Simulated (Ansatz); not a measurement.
`[CH3][Hf]12345678([OH])([C@H]9[C@@H]1[C@@H]2[C@@H]3[C@H]94)[C@H]1[C@@H]5[C@@H]6[C@@H]7[C@H]18`, 27 atoms. Charge 0, multiplicity 1. Correlated methods include outer-core shells of Hf, which these sets cover unevenly. Hf takes the def2 core potential. Hardware: A = 11 threads of an AMD EPYC 7R13 on a shared host; B = 11 threads of an AMD EPYC 7R13 on a shared host and a whole NVIDIA H100 80 GB. Correlated methods freeze the cores.

(1) How many basis functions does each run have, and how long does it take in Ansatz? RKS CAM-B3LYP-D4/def2-TZVPP energy [B]; RKS ωB97M-V/def2-TZVPP energy and forces [B]; RKS ωB97M-V/def2-QZVPP energy [B]; RKS B2PLYP (frozen core)/def2-TZVPP energy [B]; direct RPA on PBE orbitals/def2-TZVPP energy [B]; RKS r2SCAN0-D4/def2-TZVPP energy [B]; RKS PBE0-D4/def2-QZVPP energy [B]; RKS PBE0-D4/def2-TZVP relaxation (38 steps) [B]; RHF-CCSD(T)/def2-SVP energy [B]; RHF-MP2/def2-QZVPP energy [B]; RHF-CCSD(T)/def2-TZVPP energy [B]; RKS PBE0-D4/def2-SVP energy [A]. (Estimate.)

Results:

(1) Ansatz gave: Other jobs shared the machine, so times are rough.

```json
{"level": "RKS PBE0-D4/def2-SVP", "job": "energy [A]", "functions": "270", "wall time": "3.7 s", "peak host memory (GiB)": "1.9"}
{"level": "RKS B2PLYP (frozen core)/def2-TZVPP", "job": "energy [B]", "functions": "624", "wall time": "6.5 s", "peak host memory (GiB)": "4.6"}
{"level": "direct RPA on PBE orbitals/def2-TZVPP", "job": "energy [B]", "functions": "624", "wall time": "7 s", "peak host memory (GiB)": "4.7"}
{"level": "RKS CAM-B3LYP-D4/def2-TZVPP", "job": "energy [B]", "functions": "624", "wall time": "7.5 s", "peak host memory (GiB)": "1.9"}
{"level": "RKS r2SCAN0-D4/def2-TZVPP", "job": "energy [B]", "functions": "624", "wall time": "8 s", "peak host memory (GiB)": "1.9"}
{"level": "RKS ωB97M-V/def2-QZVPP", "job": "energy [B]", "functions": "1185", "wall time": "9 s", "peak host memory (GiB)": "2.1"}
{"level": "RKS PBE0-D4/def2-QZVPP", "job": "energy [B]", "functions": "1185", "wall time": "9 s", "peak host memory (GiB)": "1.9"}
{"level": "RHF-CCSD(T)/def2-SVP", "job": "energy [B]", "functions": "270", "wall time": "9 s", "peak host memory (GiB)": "1.9"}
{"level": "RKS ωB97M-V/def2-TZVPP", "job": "energy and forces [B]", "functions": "624", "wall time": "9.5 s", "peak host memory (GiB)": "1.9"}
{"level": "RHF-MP2/def2-QZVPP", "job": "energy [B]", "functions": "1185", "wall time": "12 s", "peak host memory (GiB)": "2.1"}
{"level": "RKS PBE0-D4/def2-TZVP", "job": "relaxation (38 steps) [B]", "functions": "496", "wall time": "87 s", "peak host memory (GiB)": "1.4"}
{"level": "RHF-CCSD(T)/def2-TZVPP", "job": "energy [B]", "functions": "624", "wall time": "110 s", "peak host memory (GiB)": "4.4"}
```
